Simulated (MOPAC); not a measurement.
MOPAC input (PM7):

```
PM7 1SCF CHARGE=-1 GEO-OK AUX(PRECISION=9) THREADS=1
CH2N

C    -0.47162423 1    0.09897286 1    0.04953549 1
N     0.72987879 1   -0.15316896 1   -0.07666040 1
H    -1.32838249 1   -0.67059574 1    0.14103533 1
H    -0.95102367 1    1.14894128 1    0.09837455 1
```

Problem. What heat of formation does the run end on, and which ionisation energy by Koopmans theorem?

Solution. 45.07 kcal/mol; 0.88 eV.
